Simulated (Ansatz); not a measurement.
`CO[SiH]` + `N#[C][Ga]([Cl])[Cl]` → `CO[Si]Cl` + `N#[C][GaH][Cl]`  (redistribution)

Isolated molecules relaxed with PBE0-D4/def2-TZVP in Ansatz; ΔE leaves out vibrations. CCSD(T)/CBS is the MP2 limit (def2-TZVPP, def2-QZVPP) plus CCSD(T) − MP2 in def2-TZVPP, frozen cores. DFT in def2-TZVPP. For Ga outer-core shells are correlated without core-valence functions, which leaves a few kJ/mol of doubt a bond. Scalar relativity is left out up to krypton. One conformer a species, not always the lowest.

`CO[SiH]`:

```xyz
7

C     0.754    0.218   -0.105
O    -0.015   -0.959    0.016
Si   -1.626   -1.161    0.236
H     1.507    0.237    0.687
H     0.121    1.108   -0.029
H     1.265    0.215   -1.070
H    -2.007    0.342    0.266
```

`N#[C][Ga]([Cl])[Cl]`:

Cartesian coordinates in Å:
```
N -0.209 0.676 -2.388
C -0.112 0.363 -1.284
Ga 0.049 -0.157 0.556
Cl -1.555 0.174 1.880
Cl 1.828 -1.055 1.236
```

`CO[Si]Cl`:

Z-matrix (Å, degrees):
```
C
O 1 1.413
H 1 1.092 2 111.2
H 1 1.091 2 108.8 3 120.8
H 1 1.091 2 108.8 3 -120.8
Si 2 1.624 1 136.9 3 -0.8
Cl 6 2.116 2 103.0 1 -0.0
```

`N#[C][GaH][Cl]`:

```xyz
5

N     1.284    1.925    0.749
C     0.686    1.023    0.353
Ga   -0.305   -0.476   -0.361
Cl   -1.237   -1.674    1.123
H    -0.427   -0.799   -1.864
```

Problem. Is it downhill or uphill in electronic energy at CCSD(T)/CBS, and by how much? (Estimate.)

Solution. Computed: Downhill: ΔE = -54.5 kJ/mol.

Problem. What do these levels give: revPBE-D4, B2PLYP, PBE, MP2/def2-SVP, CCSD(T)/def2-SVP, SCS-MP2/def2-TZVPP? (Best estimate.)

Solution. Computed: revPBE-D4 -60.7, B2PLYP -54.9, PBE -61.6, MP2/def2-SVP -34.4, CCSD(T)/def2-SVP -31.0, SCS-MP2/def2-TZVPP -48.2 kJ/mol.

Largest T1 diagnostic among the species: 0.015.

In def2-TZVPP, CCSD(T) changes the Hartree–Fock value by −6.0 kJ/mol (the triples alone add −1.6 kJ/mol) and MP2 by −10.8 kJ/mol. Leaving LDA and LC-ωPBE aside and taking each functional with its dispersion term where it has one, the values, not all of them listed here, spread over 9.2 kJ/mol, from PBE-D4 to PBE-QIDH. LDA lies −6.3 kJ/mol from PBE without D4. From BLYP to BHLYP (50 % exact exchange), in def2-TZVPP and without D4, ΔE moves by +7.4 kJ/mol.
